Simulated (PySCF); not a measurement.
**Worked example: refractive index and permittivity of the vapour**

Si(F)(Br)(NH2)2 (BrFH₄N₂Si), SMILES N[Si](N)(F)Br.

Coordinates come from a ωB97X-D3(BJ)/def2-SVP optimisation. The structure was generated by enumeration, and PubChem lists no compound with its InChIKey, so it may never have been made. One conformer was computed; it need not be the lowest.

B3LYP/def2-TZVP in PySCF gives a mean static polarisability of 56.3 bohr³ and a dipole moment of 2.62 D. Take an ideal gas at 298.15 K and 0.1 bar, whether or not the substance is that volatile.

Q: Work out n − 1 in the optical limit and the static ε − 1.

A: 
Polarisability volume α' = 56.3 × 0.148185 = 8.34 Å³. Number density N = p/kT = 2.43e-6 Å⁻³.
Dilute limit of Lorentz–Lorenz: n − 1 = 2π N α' = 0.00013.
Orientation term of Debye: μ²/(3kT) = 8.098 Å³ × μ²(D²) = 55.59 Å³.
ε − 1 = 4π N (α' + μ²/3kT) = 0.0020. Orientation of the dipole supplies 87 % of the static response; it can't follow optical fields. Vibrational polarisation and dispersion are left out.
